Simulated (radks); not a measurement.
Results of a calculation; reference values are marked as such.
Spherical quantum dot in the effective-mass picture: electrons in a parabolic well V = omega^2 r^2 / 2 with omega = 0.0747, all in effective atomic units (hartree* = m*/eps^2 hartree, bohr* = eps/m* bohr), one dielectric constant everywhere. Level of theory: non-relativistic Kohn-Sham, LDA (Slater exchange, Perdew-Wang correlation), spin-polarised, spherical densities (a radial shooting solver with Libxc functionals). Levels are named by radial order and angular momentum (1s, 1p, 1d, 2s, ...), and open shells are averaged over m.

N = 23, configuration 1s2 1p6 1d10 2s2 1f(up 3, down 0). This is the lowest configuration that the search found (a dilute case). Occupied and some empty levels:

| level | occupation | eigenvalue (hartree*) | <r> (bohr*) |
|---|---|---|---|
| 1s up | 1 | 2.0376 | 10.61 |
| 1s down | 1 | 2.0409 | 10.29 |
| 1p up | 3 | 2.0489 | 11.78 |
| 1p down | 3 | 2.0530 | 11.65 |
| 1d up | 5 | 2.0652 | 12.57 |
| 1d down | 5 | 2.0698 | 12.52 |
| 2s up | 1 | 2.0816 | 8.883 |
| 2s down | 1 | 2.0832 | 9.053 |
| 1f up | 3 | 2.0859 | 13.19 |
| 1f down | 0 | 2.0907 | 13.18 |
| 2p up | 0 | 2.1093 | 10.31 |
| 1g up | 0 | 2.1105 | 13.71 |
| 2p down | 0 | 2.1113 | 10.33 |
| 1g down | 0 | 2.1153 | 13.73 |
| 2d up | 0 | 2.1391 | 11.47 |
| 2d down | 0 | 2.1415 | 11.45 |

Energy (hartree*): total 28.2299, kinetic 0.86689, external 9.7808, Hartree 19.964, exchange-correlation -2.3822.
